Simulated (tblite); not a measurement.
Species: C₆H₈ClF.
SMILES with atom numbers: `[CH3:1][C:2]1([C@@H:3]([Cl:4])[CH2:5][F:6])[CH:7]=[CH:8]1` (hydrogens: H9, H10, H11 on C1; H12 on C3; H13, H14 on C5; H15 on C7; H16 on C8)

Computed with GFN2-xTB (tblite), gas phase: nudged elastic band of 9 images (0 to 8), spring 0.2 eV/Å², climbing image at the end, force threshold 0.05 eV/Å. The top image wasn't refined or checked by frequencies; at this threshold it can lie a kcal/mol or more above the true saddle point of the method.

The band describes a rotation about C3–C2 (sp3 C–Cl carbon, allylic carbon), followed by the dihedral Cl4–C3–C2–C7, from the optimised start (143°) to a second optimised geometry at -79°.

**Question.** How does the energy change from image to image?

**Answer.** 
| image | dihedral (°) | E (eV) | C3–C2 (Å) | Cl4···C7 (Å) | largest true force (eV/Å) |
| --- | --- | --- | --- | --- | --- |
| 0 | 143 | 0.000 | 1.517 | 4.03 | 0.01 |
| 1 | 161 | 0.020 | 1.521 | 4.11 | 0.03 |
| 2 | 178 | 0.071 | 1.528 | 4.15 | 0.05 |
| 3 | -165 | 0.121 | 1.535 | 4.14 | 0.05 |
| 4 | -148 | 0.138 | 1.537 | 4.08 | 0.04 |
| 5 | -130 | 0.113 | 1.533 | 3.98 | 0.04 |
| 6 | -112 | 0.057 | 1.526 | 3.83 | 0.05 |
| 7 | -94 | 0.006 | 1.520 | 3.62 | 0.04 |
| 8 | -79 | -0.019 | 1.519 | 3.46 | 0.01 |

Barriers of this band. The top is image 4 at -148°: 0.138 eV forward and 0.157 eV back; the end lies 0.019 eV below the start. The central bond is 0.020 Å longer at the top than at the start.

**Question.** What rate follows at 298 K for crossing this barrier forward?

**Answer.** Taking the electronic barrier for the free energy of activation (no zero-point or entropy terms, transmission 1), rate = (kT/h)·exp(−ΔE/kT) ≈ 3 × 10^10 s⁻¹, whose inverse is 3 × 10^-11 s. An error of 1 kcal/mol in the barrier changes this by a factor of 5, and the method and the loose band can each miss by that much or more.

**Question.** How would the two end points share their population at 298 K, from these energies alone?

**Answer.** exp(−ΔE/kT) with ΔE = 0.019 eV gives 0.48 for the higher one (start) against 1 for the lower, without vibrational, rotational or degeneracy terms. GFN2-xTB can put conformers this close in the wrong order.

What follows is the cost of the whole band run. On Intel Xeon 6975P-C, one thread (shared host), this took 2.7 s and 0.19 GiB of memory at its peak.
